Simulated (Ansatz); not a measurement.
Geometry optimisation, Ansatz 0.2.0, RKS B3LYP-D4/6-31G.

The input (input.yaml):

```yaml
crystal:
  periodic: [false, false, false]
  atoms:
    - { symbol: O, position_ang: [0.2864, 1.9366, 2.5187] }
    - { symbol: Al, position_ang: [0.141, 0.8472, 1.0655] }
    - { symbol: C, position_ang: [0.1428, -1.1393, 0.7103] }
    - { symbol: Si, position_ang: [0.0812, -1.1825, -1.1396] }
    - { symbol: Si, position_ang: [-0.0737, 1.0003, -1.2946] }
    - { symbol: H, position_ang: [-0.7044, 2.1185, 2.785] }
    - { symbol: H, position_ang: [-0.6564, -1.6437, 1.2158] }
    - { symbol: H, position_ang: [1.1764, -1.5723, 1.0389] }
    - { symbol: H, position_ang: [1.2178, -1.7223, -1.7318] }
    - { symbol: H, position_ang: [-1.2561, -1.8166, -1.5244] }
    - { symbol: H, position_ang: [-1.3958, 1.5161, -1.6885] }
    - { symbol: H, position_ang: [1.118, 1.6028, -1.9215] }
basis:
  gaussian: { orbitals: "6-31G" }
hamiltonian:
  xc: b3lyp
  dispersion: d4
relax:
  f_tol: 0.02
  max_steps: 40
```

Run as:

```bash
$ ansatz run input.yaml --threads 1 --pin off --max-ram 2048MiB --backend cpu --events-out ev --progress --plain --runs-dir out
```

**Question.** Where does it end, and by what steps?

**Answer.** It converged. Limits of this set-up: no polarisation functions. After 12 steps the energy has fallen by 1.437 eV; O1 moved furthest, 0.56 Å.

| step | energy less start (eV) | largest force component (eV/Å) | accepted |
| --- | --- | --- | --- |
| 0 | 0.0000 | 2.775 | yes |
| 1 | -0.9468 | 1.772 | yes |
| 2 | -1.1745 | 1.361 | yes |
| 3 | -1.2855 | 0.961 | yes |
| 4 | -1.3694 | 0.342 | yes |
| 5 | -1.3927 | 0.194 | yes |
| 6 | -1.2940 | 2.756 | no |
| 7 | -1.4220 | 0.107 | yes |
| 8 | -1.4322 | 0.085 | yes |
| 9 | -1.3707 | 0.663 | no |
| 10 | -1.4361 | 0.041 | yes |
| 11 | -1.4371 | 0.025 | yes |
| 12 | -1.4372 | 0.019 | yes |

```xyz
12
Properties=species:S:1:pos:R:3
O -0.174 1.619 2.548
Al -0.008 0.773 1.071
C 0.230 -1.185 0.823
Si 0.023 -1.224 -1.114
Si -0.092 1.170 -1.370
H -0.315 2.439 3.023
H -0.505 -1.810 1.344
H 1.225 -1.539 1.125
H 1.179 -1.884 -1.815
H -1.256 -1.907 -1.516
H -1.333 1.706 -2.035
H 1.104 1.788 -2.049
```

Whether the end is a true minimum wasn't checked by a vibrational analysis.

The run took 66 s on 1 thread of Arm Neoverse V2, on a shared host, peak memory 0.17 GiB.
